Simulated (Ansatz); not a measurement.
Reaction (ligand exchange at a B–Se bond): `C[Se]B(O)O` + `CC[SeH]` → `CC[Se]B(O)O` + `C[SeH]`

Calculated with Ansatz (gas phase, PBE0-D4/def2-TZVP geometries, no zero-point term in ΔE). CCSD(T)/CBS adds triple-zeta CCSD(T) − MP2 to the extrapolated MP2 energy (def2 sets, frozen cores). Functionals use def2-TZVPP. B3LYP here is the variant with VWN-RPA as its local correlation; programs differ in this. For Se outer-core shells are correlated without core-valence functions, which leaves a few kJ/mol of doubt a bond. Scalar relativity is left out up to krypton. Each species was taken in one conformer, which may not be the lowest.

`C[Se]B(O)O`:

Cartesian coordinates in Å:
```
C 0.738 -0.975 1.385
Se 1.205 -0.552 -0.460
B -0.347 0.557 -0.907
O -1.301 0.773 0.035
O -0.493 1.117 -2.143
H -0.209 -1.508 1.410
H 0.670 -0.059 1.966
H 1.535 -1.607 1.772
H -2.012 1.329 -0.299
H 0.215 0.925 -2.759
```

`CC[SeH]`:

Z-matrix (Å, degrees):
```
C
C 1 1.512
H 1 1.091 2 111.2
H 1 1.095 2 110.4 3 120.3
H 1 1.092 2 111.2 3 -120.1
Se 2 1.958 1 114.0 3 57.4
H 2 1.090 1 112.1 3 -179.9
H 2 1.092 1 111.4 3 -59.4
H 6 1.469 2 95.0 1 63.4
```

`CC[Se]B(O)O`:

Z-matrix (Å, degrees):
```
C
C 1 1.511
H 1 1.095 2 110.1
H 1 1.091 2 110.8 3 119.5
H 1 1.092 2 111.4 3 -119.9
Se 2 1.963 1 113.3 3 177.8
H 2 1.091 1 111.8 3 60.2
H 2 1.089 1 111.9 3 -61.6
B 6 1.959 2 99.0 1 78.5
O 9 1.359 6 119.6 2 2.4
O 9 1.365 6 121.5 2 -178.0
H 10 0.962 9 111.6 6 179.3
H 11 0.959 9 114.7 6 0.8
```

`C[SeH]`:

Z-matrix (Å, degrees):
```
C
Se 1 1.949
H 1 1.088 2 110.6
H 1 1.087 2 110.6 3 -123.3
H 1 1.089 2 106.0 3 118.4
H 2 1.468 1 95.4 3 61.7
```

```
             level  ΔE (kJ/mol)  difference from CCSD(T)/CBS
           PBE0-D4         -1.1                         -0.1
          B3LYP-D4         -1.3                         -0.3
           ωB97M-V         -1.4                         -0.4
            B2PLYP         -0.4                          0.6
               PBE          0.2                          1.2
            r2SCAN         -0.4                          0.6
              PBE0          0.1                          1.1
             B3LYP          0.6                          1.6
SCS-MP2/def2-TZVPP         -1.1                         -0.1
CCSD(T)/def2-TZVPP         -1.6                         -0.6
     HF/def2-QZVPP          1.1                          2.1
    MP2/def2-QZVPP         -1.4                         -0.4
SCS-MP2/def2-QZVPP         -0.8                          0.2
      HF/CBS(def2)          1.2                          2.2
     MP2/CBS(def2)         -1.2                         -0.2
    CCSD/CBS(def2)         -0.5                          0.5
       CCSD(T)/CBS         -1.0                            0
```

Largest T1 diagnostic among the species: 0.011.
